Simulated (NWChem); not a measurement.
System: C2H6Al cation; SMILES [CH3][Al+][CH3]

Input file for NWChem:

```
start job
memory heap 200 mb stack 900 mb global 1100 mb
charge 1
geometry units angstroms noautosym nocenter noautoz
  Al     0.000000     0.000000     0.000000
  C      0.000000     0.000000     1.926197
  H     -0.929354     0.439715     2.308431
  H      0.845481     0.584987     2.308431
  H      0.083872    -1.024702     2.308431
  C      0.000000     0.000000    -1.926197
  H     -0.845481    -0.584987    -2.308431
  H      0.929354    -0.439715    -2.308431
  H     -0.083872     1.024702    -2.308431
end
basis spherical
  Al library 6-31g*
  C library 6-31g*
  H library 6-31g*
end
dft
  xc bhlyp
  iterations 150
end
tddft
  nroots 8
  notriplet
end
task tddft energy
```

Parts of the log:

```
             Northwest Computational Chemistry Package (NWChem) 7.3.0
             --------------------------------------------------------

                             Geometry "geometry" -> ""
                             -------------------------

 Output coordinates in angstroms (scale by  1.889725989 to convert to a.u.)

  No.       Tag          Charge          X              Y              Z
 ---- ---------------- ---------- -------------- -------------- --------------
    1 Al                  13.0000     0.00000000     0.00000000     0.00000000
    2 C                    6.0000     0.00000000     0.00000000     1.92619700
    3 H                    1.0000    -0.92935400     0.43971500     2.30843100
    4 H                    1.0000     0.84548100     0.58498700     2.30843100
    5 H                    1.0000     0.08387200    -1.02470200     2.30843100
    6 C                    6.0000     0.00000000     0.00000000    -1.92619700
    7 H                    1.0000    -0.84548100    -0.58498700    -2.30843100
    8 H                    1.0000     0.92935400    -0.43971500    -2.30843100
    9 H                    1.0000    -0.08387200     1.02470200    -2.30843100

 Effective nuclear repulsion energy (a.u.)      88.6439116393

                                 NWChem DFT Module
                                 -----------------

 Summary of "ao basis" -> "ao basis" (spherical)
 ------------------------------------------------------------------------------
       Tag                 Description            Shells   Functions and Types
 ---------------- ------------------------------  ------  ---------------------
 Al                          6-31g*                  8       18   4s3p1d
 C                           6-31g*                  6       14   3s2p1d
 H                           6-31g*                  2        2   2s

            General Information
            -------------------
          SCF calculation type: DFT
          Wavefunction type:  closed shell.
          No. of atoms     :     9
          No. of electrons :    30
           Alpha electrons :    15
            Beta electrons :    15
          Charge           :     1
          Spin multiplicity:     1
          Use of symmetry is: off; symmetry adaption is: off
          Maximum number of iterations: 150
          AO basis - number of functions:    58
                     number of shells:    32
          Convergence on energy requested:  1.00D-06
          Convergence on density requested:  1.00D-05
          Convergence on gradient requested:  5.00D-04

              XC Information
              --------------
                        BHLYP Method XC Functional
                     Hartree-Fock (Exact) Exchange  0.500
                        Slater Exchange Functional  0.500 local
                    Becke 1988 Exchange Functional  0.500 non-local
              Lee-Yang-Parr Correlation Functional  1.000

             Grid Information
             ----------------
          Grid used for XC integration:  medium
          Radial quadrature: Mura-Knowles
          Angular quadrature: Lebedev.
          Tag              B.-S. Rad. Rad. Pts. Rad. Cut. Ang. Pts.
          ---              ---------- --------- --------- ---------
          Al                  1.25       88           8.0       590
          C                   0.70       49          11.0       434
          H                   0.35       45          12.0       434
          Grid pruning is: on
          Number of quadrature shells:   456
          Spatial weights used:  Erf1

      Superposition of Atomic Density Guess
      -------------------------------------

 Sum of atomic energies:        -320.16855423

 Renormalizing density from      31.00 to     30

      Non-variational initial energy
      ------------------------------

 Total energy =    -314.768035
 1-e energy   =    -596.058940
 2-e energy   =     192.646994
 HOMO         =      -0.656925
 LUMO         =      -0.326383

   convergence    iter        energy       DeltaE   RMS-Dens  Diis-err
 ---------------- ----- ----------------- --------- --------- ---------
 d= 0,ls=0.0,diis     1   -321.8433810839 -4.10D+02  1.25D-02  6.78D-01
 d= 0,ls=0.0,diis     2   -321.8854490398 -4.21D-02  5.41D-03  2.45D-01
 d= 0,ls=0.0,diis     3   -321.9179846433 -3.25D-02  1.19D-03  9.26D-03
 d= 0,ls=0.0,diis     4   -321.9192353581 -1.25D-03  1.80D-04  5.56D-05
 d= 0,ls=0.0,diis     5   -321.9192470450 -1.17D-05  4.36D-05  3.13D-06
 d= 0,ls=0.0,diis     6   -321.9192476800 -6.35D-07  4.95D-06  1.97D-08

         Total DFT energy =     -321.919247680033
      One electron energy =     -611.991854309737
           Coulomb energy =      232.890114853345
    Exchange-Corr. energy =      -31.461419862951
 Nuclear repulsion energy =       88.643911639310

 Numeric. integr. density =       30.000000033937

                       DFT Final Molecular Orbital Analysis
                       ------------------------------------

 Vector   13  Occ=2.000000D+00  E=-6.586246D-01
              MO Center=  2.0D-07, -1.3D-08, -1.8D-06, r^2= 5.6D+00
   Bfn.  Coefficient  Atom+Function         Bfn.  Coefficient  Atom+Function
  ----- ------------  ---------------      ----- ------------  ---------------
    21      0.254506  2 C  px                41     -0.254507  6 C  px
    22     -0.188731  2 C  py                42      0.188731  6 C  py
    33     -0.186429  3 H  s                 55     -0.186429  8 H  s
    25      0.144541  2 C  px                45     -0.144541  6 C  px
    34     -0.128398  3 H  s                 56     -0.128398  8 H  s

 Vector   14  Occ=2.000000D+00  E=-6.438786D-01
              MO Center= -2.1D-09,  1.7D-09,  4.7D-08, r^2= 3.4D+00
   Bfn.  Coefficient  Atom+Function         Bfn.  Coefficient  Atom+Function
  ----- ------------  ---------------      ----- ------------  ---------------
     6      0.572906  1 Al s                 23     -0.265025  2 C  pz
    43      0.265025  6 C  pz                 2     -0.236798  1 Al s
    27     -0.138419  2 C  pz                47      0.138419  6 C  pz
    10      0.092443  1 Al s                 33     -0.065072  3 H  s
    35     -0.065072  4 H  s                 37     -0.065073  5 H  s

[...]

                                NWChem TDDFT Module
                                -------------------

            General Information
            -------------------
           No. of orbitals :     116
            Alpha orbitals :      58
             Beta orbitals :      58
        Alpha frozen cores :       0
         Beta frozen cores :       0
     Alpha frozen virtuals :       0
      Beta frozen virtuals :       0
         Spin multiplicity :       1
    Number of AO functions :      58
        Use of symmetry is : off
      Symmetry adaption is : off
         Schwarz screening :  0.10D-07

              XC Information
              --------------
                 BHLYP Method XC Functional
              Hartree-Fock (Exact) Exchange   0.50
                 Slater Exchange Functional   0.50 local
             Becke 1988 Exchange Functional   0.50 non-local
       Lee-Yang-Parr Correlation Functional   1.00

             TDDFT Information
             -----------------
          Calculation type : TDDFT
         Wavefunction type : Restricted singlets
          No. of electrons :      30
           Alpha electrons :      15
            Beta electrons :      15
              No. of roots :       8
          Max subspacesize :    5600
            Max iterations :     100
               Target root :       1
           Target symmetry : none
      Symmetry restriction : off
                 Algorithm : Optimal
        Davidson threshold :  0.10D-03

    8 smallest eigenvalue differences (eV)
--------------------------------------------------------
  No. Spin  Occ  Vir  Irrep   E(Occ)    E(Vir)   E(Diff)
--------------------------------------------------------
    1    1   15   16 a        -0.555    -0.211     9.371
    2    1   15   17 a        -0.555    -0.211     9.371
    3    1   15   18 a        -0.555    -0.201     9.650
    4    1   14   16 a        -0.644    -0.211    11.782
    5    1   14   17 a        -0.644    -0.211    11.782
    6    1   14   18 a        -0.644    -0.201    12.061
    7    1   13   16 a        -0.659    -0.211    12.183
    8    1   12   16 a        -0.659    -0.211    12.183
--------------------------------------------------------

  Entering Davidson iterations
  Restricted singlet excited states

  Iter   NTrls   NConv    DeltaV     DeltaE      Time
  ----  ------  ------  ---------  ---------  ---------
    1      8       0     0.24E+00   0.10+100        7.9
    2     24       0     0.49E-01   0.22E-01       13.7
    3     40       0     0.36E-01   0.44E-02       12.4
    4     56       0     0.25E-01   0.40E-02       13.7
    5     72       0     0.56E-02   0.36E-03       14.1
    6     88       3     0.59E-02   0.21E-03       12.4
    7     98       5     0.15E-02   0.27E-04        8.0
    8    103       6     0.22E-03   0.70E-06        5.2
    9    106       8     0.89E-04   0.12E-07        4.0
  ----  ------  ------  ---------  ---------  ---------
  Convergence criterion met

  Ground state a        -321.919247680033 a.u.

  ----------------------------------------------------------------------------
  Root   1 singlet a              0.224152715 a.u.                6.0995 eV
  ----------------------------------------------------------------------------
     Transition Moments    X  0.00000   Y -0.00000   Z  0.00000
     Dipole Oscillator Strength                    0.0000000000
     Electric Quadrupole                           0.0000001002
     Magnetic Dipole                               0.0000033660
     Total Oscillator Strength                     0.0000034662

     Occ.   15  a   ---  Virt.   16  a    0.98711 X
     Occ.   15  a   ---  Virt.   17  a    0.12512 X
  ----------------------------------------------------------------------------
  Root   2 singlet a              0.224153052 a.u.                6.0995 eV
  ----------------------------------------------------------------------------
     Transition Moments    X -0.00000   Y  0.00000   Z  0.00000
     Dipole Oscillator Strength                    0.0000000000
     Electric Quadrupole                           0.0000001002
     Magnetic Dipole                               0.0000033660
     Total Oscillator Strength                     0.0000034662

     Occ.   15  a   ---  Virt.   16  a   -0.12512 X
     Occ.   15  a   ---  Virt.   17  a    0.98711 X
  ----------------------------------------------------------------------------
  Root   3 singlet a              0.268226272 a.u.                7.2988 eV
  ----------------------------------------------------------------------------
     Transition Moments    X  0.00000   Y -0.00000   Z  1.76587
     Dipole Oscillator Strength                    0.5576037363
     Electric Quadrupole                           0.0000000000
     Magnetic Dipole                               0.0000000000
     Total Oscillator Strength                     0.5576037363

     Occ.   12  a   ---  Virt.   16  a   -0.10698 X
     Occ.   12  a   ---  Virt.   17  a   -0.07727 X
     Occ.   13  a   ---  Virt.   16  a   -0.07727 X
     Occ.   13  a   ---  Virt.   17  a    0.10698 X
     Occ.   14  a   ---  Virt.   19  a    0.07988 X
     Occ.   15  a   ---  Virt.   18  a    0.97375 X
     Occ.   15  a   ---  Virt.   18  a   -0.05883 Y
  ----------------------------------------------------------------------------
  Root   4 singlet a              0.332102963 a.u.                9.0370 eV
  ----------------------------------------------------------------------------
     Transition Moments    X -0.00000   Y  0.00000   Z -0.00000
     Dipole Oscillator Strength                    0.0000000000
     Electric Quadrupole                           0.0000009621
     Magnetic Dipole                               0.0000000000
     Total Oscillator Strength                     0.0000009621

     Occ.   10  a   ---  Virt.   16  a    0.25891 X
     Occ.   10  a   ---  Virt.   17  a    0.17987 X
     Occ.   11  a   ---  Virt.   16  a    0.17987 X
     Occ.   11  a   ---  Virt.   17  a   -0.25891 X
     Occ.   14  a   ---  Virt.   18  a   -0.87987 X
     Occ.   15  a   ---  Virt.   19  a   -0.14626 X
  ----------------------------------------------------------------------------
  Root   5 singlet a              0.337213561 a.u.                9.1761 eV
  ----------------------------------------------------------------------------
     Transition Moments    X -0.65824   Y -0.12432   Z -0.00000
     Dipole Oscillator Strength                    0.1008797707
     Electric Quadrupole                           0.0000000000
     Magnetic Dipole                               0.0000000000
     Total Oscillator Strength                     0.1008797707

     Occ.   10  a   ---  Virt.   18  a   -0.21840 X
     Occ.   11  a   ---  Virt.   18  a   -0.19455 X
     Occ.   12  a   ---  Virt.   16  a    0.15051 X
     Occ.   12  a   ---  Virt.   17  a    0.06173 X
     Occ.   13  a   ---  Virt.   16  a   -0.06174 X
     Occ.   13  a   ---  Virt.   17  a    0.15050 X
     Occ.   14  a   ---  Virt.   16  a    0.91528 X
     Occ.   14  a   ---  Virt.   17  a   -0.11086 X
  ----------------------------------------------------------------------------
  Root   6 singlet a              0.337214012 a.u.                9.1761 eV
  ----------------------------------------------------------------------------
     Transition Moments    X -0.12432   Y  0.65823   Z -0.00001
     Dipole Oscillator Strength                    0.1008763347
     Electric Quadrupole                           0.0000000000
     Magnetic Dipole                               0.0000000000
     Total Oscillator Strength                     0.1008763347

     Occ.   10  a   ---  Virt.   18  a    0.19456 X
     Occ.   11  a   ---  Virt.   18  a   -0.21841 X
     Occ.   12  a   ---  Virt.   16  a   -0.06173 X
     Occ.   12  a   ---  Virt.   17  a    0.15050 X
     Occ.   13  a   ---  Virt.   16  a   -0.15051 X
     Occ.   13  a   ---  Virt.   17  a   -0.06173 X
     Occ.   14  a   ---  Virt.   16  a   -0.11086 X
     Occ.   14  a   ---  Virt.   17  a   -0.91528 X
  ----------------------------------------------------------------------------
  Root   7 singlet a              0.342980927 a.u.                9.3330 eV
  ----------------------------------------------------------------------------
     Transition Moments    X -0.10282   Y  0.10566   Z -0.00001
     Dipole Oscillator Strength                    0.0049697940
     Electric Quadrupole                           0.0000000000
     Magnetic Dipole                               0.0000000000
     Total Oscillator Strength                     0.0049697940

     Occ.   10  a   ---  Virt.   18  a   -0.07998 X
     Occ.   11  a   ---  Virt.   18  a    0.55717 X
     Occ.   12  a   ---  Virt.   16  a    0.11302 X
     Occ.   12  a   ---  Virt.   17  a    0.56844 X
     Occ.   13  a   ---  Virt.   16  a   -0.56891 X
     Occ.   13  a   ---  Virt.   17  a    0.11269 X
     Occ.   13  a   ---  Virt.   19  a    0.05993 X
  ----------------------------------------------------------------------------
  Root   8 singlet a              0.342980990 a.u.                9.3330 eV
  ----------------------------------------------------------------------------
     Transition Moments    X -0.10565   Y -0.10282   Z  0.00000
     Dipole Oscillator Strength                    0.0049693445
     Electric Quadrupole                           0.0000000000
     Magnetic Dipole                               0.0000000000
     Total Oscillator Strength                     0.0049693445

[...]
```

Level: BHandHLYP/6-31G* (spherical d), full TDDFT. Coordinates come from a B3LYP/6-31G* (spherical d) optimisation.
